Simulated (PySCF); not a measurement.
**MNa cations for M along group 13**

PBE0 with double-zeta basis sets in PySCF, for the lowest determinant that a PBE0 search found; no spin–orbit coupling. De refers to high-spin ground-configuration atoms (the charge goes to the atom of lower measured ionisation energy or higher electron affinity, which is not always the lowest computed limit). A positive dipole points towards Na; it is taken about the centre of mass and depends on that origin.

| M | basis | charged atom | state (unpaired electrons) | Re (Å) | ωe (cm⁻¹) | De (eV) | μ (D) |
| --- | --- | --- | --- | --- | --- | --- | --- |
| B | aug-pcseg-1 | Na+ | doublet (σ ↑) | 2.895 | 190 | 0.58 | 2.44 |
| Al | cc-pVDZ/cc-pV(D+d)Z | Na+ | doublet (σ ↑) | 3.384 | 134 | 0.98 | 3.84 |
| Ga | x2c-SVPall | Na+ | doublet (σ ↑) | 3.442 | 102 | 0.96 | 7.38 |
| In | def2-SVPD | Na+ | doublet (σ ↑) | 3.569 | 95.6 | 1.07 | 8.26 |
| Tl | cc-pVDZ/cc-pVDZ-PP | Na+ | doublet (σ ↑) | 3.612 | 92.0 | n/a | 8.99 |

Question: By what factor does the bond length vary along the series?

Answer: At PBE0 it runs from 2.895 Å (NaB⁺) to 3.569 Å (NaIn⁺), a factor of 1.23.

The rows differ in basis set, which adds steps of its own.

Down a group the atoms grow and get heavier, so bonds lengthen and wavenumbers fall; this series shows no clear exception.

Spin–orbit coupling is left out, which matters for elements this heavy, above all for dissociation energies. For an ion De counts to the pair picked by the measured ionisation energies or electron affinities, which need not be the lowest pair at this level. States were picked by a PBE0 search and need not be the measured ground states.
